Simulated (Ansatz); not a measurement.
Isolated molecules relaxed with PBE0-D4/def2-TZVP in Ansatz; ΔE leaves out vibrations. CCSD(T)/CBS is the MP2 limit (def2-TZVPP, def2-QZVPP) plus CCSD(T) − MP2 in def2-TZVPP, frozen cores. DFT in def2-TZVPP. B3LYP here is the variant with VWN-RPA as its local correlation; programs differ in this. One conformer a species, not always the lowest.

`[SiH3]C1BO1` + `CSC(C)S` → `CSC([SiH3])S` + `CC1BO1`  (formal exchange of groups at the Si–C bond)

Problem. Is it downhill or uphill in electronic energy at CCSD(T)/CBS, and by how much? (Best estimate.)

Solution. The calculation gave: Downhill: ΔE = -1.3 kcal/mol.

Problem. What do these levels give: r2SCAN-D4, B3LYP-D4, SCS-MP2/def2-TZVPP, CCSD/def2-TZVPP, CCSD(T)/def2-TZVPP, HF/CBS(def2)? (Best estimate.)

Solution. The calculation gave: r2SCAN-D4 -1.4, B3LYP-D4 -1.7, SCS-MP2/def2-TZVPP -0.9, CCSD/def2-TZVPP -1.0, CCSD(T)/def2-TZVPP -1.0, HF/CBS(def2) -0.6 kcal/mol.

Largest T1 diagnostic among the species: 0.016.
